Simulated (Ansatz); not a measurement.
C$_{2}$H$_{5}$NSSi, SMILES `C[SiH](S)C#N` from Hartree–Fock to CCSD(T)

| atom | x (Å) | y (Å) | z (Å) |
| --- | --- | --- | --- |
| C1 | 0.894 | 0.889 | 0.825 |
| Si2 | -0.016 | -0.472 | -0.043 |
| S3 | -1.901 | -0.735 | 0.903 |
| C4 | -0.276 | 0.022 | -1.814 |
| N5 | -0.435 | 0.326 | -2.914 |
| H6 | 1.091 | 0.610 | 1.863 |
| H7 | 1.847 | 1.081 | 0.329 |
| H8 | 0.309 | 1.811 | 0.815 |
| H9 | 0.742 | -1.742 | -0.109 |
| H10 | -2.254 | -1.789 | 0.146 |

Total charge 0; spin multiplicity 1. All single points use the PBE0-D4/def2-TZVP geometry. It is one conformer, not always the lowest. Frozen core, restricted reference, Ansatz 0.2.0. CBS rows extrapolate triple and quadruple zeta; past MP2 they add the triple-zeta difference.

| basis | HF (Eh) | MP2 corr. | CCSD corr. | (T) | CCSD(T) total |
| --- | --- | --- | --- | --- | --- |
| def2-TZVPP | -819.68583 | -0.80803 | -0.85064 | -0.04036 | -820.57683 |
| def2-QZVPP | -819.71148 | -0.86635 | – | – | – |
| CBS(def2) | -819.71502 | -0.90955 | -0.95215 | as TZ | -820.70753 |
